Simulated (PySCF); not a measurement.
Magnetic susceptibility: SMILES FC[C@H]1C=C(F)C1, C5H6F2

Molfile (atoms numbered from 1):
```
C5H6F2
     RDKit          3D

 13 13  0  0  0  0  0  0  0  0999 V2000
   -2.1472   -1.1879    0.6301 F   0  0  0  0  0  0  0  0  0  0  0  0
   -1.5700    0.0277    0.3543 C   0  0  0  0  0  0  0  0  0  0  0  0
   -0.3157   -0.1578   -0.4819 C   0  0  1  0  0  0  0  0  0  0  0  0
    0.4053    1.1230   -0.8464 C   0  0  0  0  0  0  0  0  0  0  0  0
    1.4970    0.7537   -0.1898 C   0  0  0  0  0  0  0  0  0  0  0  0
    2.6923    1.3118    0.0071 F   0  0  0  0  0  0  0  0  0  0  0  0
    0.9784   -0.5671    0.2833 C   0  0  0  0  0  0  0  0  0  0  0  0
   -1.3526    0.5058    1.3143 H   0  0  0  0  0  0  0  0  0  0  0  0
   -2.3194    0.6108   -0.1922 H   0  0  0  0  0  0  0  0  0  0  0  0
   -0.5434   -0.8075   -1.3293 H   0  0  0  0  0  0  0  0  0  0  0  0
    0.1095    1.9782   -1.4206 H   0  0  0  0  0  0  0  0  0  0  0  0
    1.4915   -1.4430   -0.1090 H   0  0  0  0  0  0  0  0  0  0  0  0
    0.8621   -0.6698    1.3602 H   0  0  0  0  0  0  0  0  0  0  0  0
  1  2  1  0
  2  3  1  0
  3  4  1  0
  4  5  2  0
  5  6  1  0
  5  7  1  0
  7  3  1  0
  2  8  1  0
  2  9  1  0
  3 10  1  6
  4 11  1  0
  7 12  1  0
  7 13  1  0
M  END
```

Computed, not measured: GIAO HF/pcSseg-1 magnetisability, rotational g tensor and spin-rotation constants, non-relativistic, gas phase (PySCF 2.14.0). Geometry: GFN2-xTB, dihedral held. The dihedral F1–C2–C3–C4 is held at 180°.

What are the magnetisability and the molar susceptibility?

Isotropic -971 × 10⁻³⁰ J/T², or -58.5 × 10⁻⁶ cm³/mol; principal values -1010, -965, -937 × 10⁻³⁰ J/T², anisotropy 64 × 10⁻³⁰ J/T² (root of half the summed squared differences of the principal values). The susceptibility is in cgs units.

Split it along the inertial axes a, b, c into diamagnetic and paramagnetic parts about the centre of mass, with the quadrupole moment.


| axis | χ (10⁻⁶ cm³/mol) | diamagnetic (10⁻⁶ cm³/mol) | paramagnetic (10⁻⁶ cm³/mol) | summed x² of all electrons (Å²) | quadrupole Θ (D Å) |
| --- | --- | --- | --- | --- | --- |
| a | -59.8 | -233.6 | 173.8 | 189.1 | -14.54 |
| b | -57.6 | -882.8 | 825.2 | 36.1 | +8.88 |
| c | -58.0 | -955.6 | 897.7 | 18.9 | +5.66 |

Anisotropies 2χaa − χbb − χcc = -4.0 and 2χbb − χaa − χcc = +2.6 × 10⁻⁶ cm³/mol. Θ is traceless in Buckingham's convention.

And the rotational g tensor?


| axis | rotational constant (GHz) | g | nuclear part | electronic part |
| --- | --- | --- | --- | --- |
| a | 8.4461 | -0.0330 | 0.6567 | -0.6897 |
| b | 1.3358 | -0.0153 | 0.5026 | -0.5179 |
| c | 1.2394 | -0.0128 | 0.5099 | -0.5227 |

Asymmetric top; isotopes 12C, 19F, 1H; no vibrational averaging.
